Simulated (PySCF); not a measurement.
## Broadened absorption spectrum of [AuCl4]-

Compound: [AuCl4]- (charge -1 and singlet state).
Geometry (PBE0-D3(BJ)/def2-SVP, Å), atoms numbered from 1 in this order:
```
atom  x, y, z in Å
Au1    0.0000    0.0000    0.0013
Cl2    2.3196   -0.0256    0.0038
Cl3    0.0258    2.3196    0.0097
Cl4   -2.3196    0.0256   -0.0043
Cl5   -0.0258   -2.3196   -0.0105
```

Computed with PySCF 2.14.0, density-fitted response routines, TDDFT wB97X-D/def2-SVPD, vertical, gas phase, core orbitals frozen in the response, def2 core potentials past Kr. Spin–orbit coupling is left out. The geometry's basis has no diffuse functions, a weakness for an anion.

Each state is given a Gaussian of 0.25 eV full width at half maximum, with ε(max) = 2.175×10⁸ f / Δν̃ (Δν̃ the width in cm⁻¹). The width is an assumption, not a result. The curve ends short of the highest state used, and states not computed would add to its high-energy end.

```tsv
E (eV)	ε (L mol⁻¹ cm⁻¹)
2.30	0
2.32	0
2.35	0
2.37	0
2.39	0
2.42	0
2.44	0
2.47	0
2.49	0
2.51	0
2.54	0
2.56	0
2.59	0
2.61	0
2.63	0
2.66	0
2.68	0
2.71	0
2.73	0
2.75	0
2.78	0
2.80	0
2.83	0
2.85	0
2.87	0
2.90	0
2.92	0
2.95	0
2.97	0
2.99	1
3.02	2
3.04	4
3.07	13
3.09	24
3.11	44
3.14	103
3.16	174
3.19	355
3.21	548
3.23	816
3.26	1387
3.28	1889
3.31	2811
3.33	3505
3.35	4218
3.38	5210
3.40	5737
3.43	6204
3.45	6252
3.47	6082
3.50	5459
3.52	4859
3.55	3818
3.57	3110
3.59	2445
3.62	1595
```

Question: Locate the maxima and give the states behind the curve.

Answer: 360 nm (3.44 eV), ε about 6300, made up of S6 (49%) and S7 (49%) (ε in L mol⁻¹ cm⁻¹; maxima over ε = 5, shares over 10%). The states used: S1 2.67 eV (f 0.0000); S2 2.76 eV (f 0.0000); S3 2.76 eV (f 0.0000); S4 2.90 eV (f 0.0000); S5 3.42 eV (f 0.0008); S6 3.44 eV (f 0.029); S7 3.44 eV (f 0.029); S8 4.14 eV (f 0.0000); S9 4.22 eV (f 0.0000).

Question: On this curve, what absorbance would a 10⁻³ mol/L sample give at 365 nm over a 1 cm path?

Answer: 365 nm is 3.397 eV, where ε is about 5700 L mol⁻¹ cm⁻¹, so A = ε c l ≈ 5.7 (Beer–Lambert, with the gas-phase spectrum and the assumed width).

Question: What would ε be at 3.44 eV, the highest of these maxima, with half the width (0.125 eV)?

Answer: About 12500 L mol⁻¹ cm⁻¹ against 6260, a factor of about 1.99; a lone state at its own centre would give exactly 2.

Question: Does any computed singlet lie in the visible range?

Answer: 4 computed singlets (S1 to S4) lie in the visible range (380 to 750 nm), S1 for one at 464 nm, dark in the vertical dipole picture (f under 0.0005); light of that wavelength is blue, and its complementary colour is yellow; a Tamm–Dancoff triplet lies at 519 nm, without intensity as long as spin–orbit coupling is left out.

No detachment energy is given for this anion; states above it aren't bound, and a finite basis only mimics them.

Time: 14 s of wall time. Hardware: one thread, Arm Neoverse V2, on a shared host.
